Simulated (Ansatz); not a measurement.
Reaction (ligand exchange at the Se–Si bond): `O[SiH2][SiH2][SeH]` + PH₃ → `P[SeH]` + `O[SiH2][SiH3]`

Program: Ansatz. Geometries: PBE0-D4/def2-TZVP. ΔE: electronic, gas phase. CCSD(T)/CBS is the MP2 limit (def2-TZVPP, def2-QZVPP) plus CCSD(T) − MP2 in def2-TZVPP, frozen cores. This one scheme is used for every species. DFT in def2-TZVPP. B3LYP here is the variant with VWN-RPA as its local correlation; programs differ in this. For Se outer-core shells are correlated without core-valence functions, which leaves a few kJ/mol of doubt a bond. Scalar relativity is left out up to krypton. Each species was taken in one conformer, which may not be the lowest.

| level | ΔE (kcal/mol) | difference from CCSD(T)/CBS |
| --- | --- | --- |
| PBE-D4 | 12.0 | -0.8 |
| r2SCAN-D4 | 12.4 | -0.4 |
| PBE0-D4 | 12.4 | -0.4 |
| B3LYP-D4 | 11.8 | -1.0 |
| ωB97X-V | 12.1 | -0.7 |
| ωB97M-V | 12.5 | -0.3 |
| r2SCAN | 12.1 | -0.7 |
| PBE0 | 11.6 | -1.2 |
| B3LYP | 10.2 | -2.6 |
| HF/def2-TZVPP | 10.5 | -2.3 |
| MP2/def2-TZVPP | 13.3 | 0.5 |
| CCSD/def2-TZVPP | 12.4 | -0.4 |
| CCSD(T)/def2-TZVPP | 12.7 | -0.1 |
| HF/def2-QZVPP | 10.2 | -2.6 |
| HF/CBS(def2) | 10.2 | -2.6 |
| MP2/CBS(def2) | 13.3 | 0.5 |
| CCSD(T)/CBS | 12.8 | 0 |

Largest T1 diagnostic among the species: 0.013.

In def2-TZVPP, CCSD(T) changes the Hartree–Fock value by +2.1 kcal/mol (the triples alone add +0.3 kcal/mol) and MP2 by +2.7 kcal/mol. The D4 term adds +1.5 kcal/mol with B3LYP and +0.9 kcal/mol with PBE0; it sums over pairs of atoms, weighted by their polarisabilities, and B3LYP, whose exchange is more repulsive, gets the larger term.
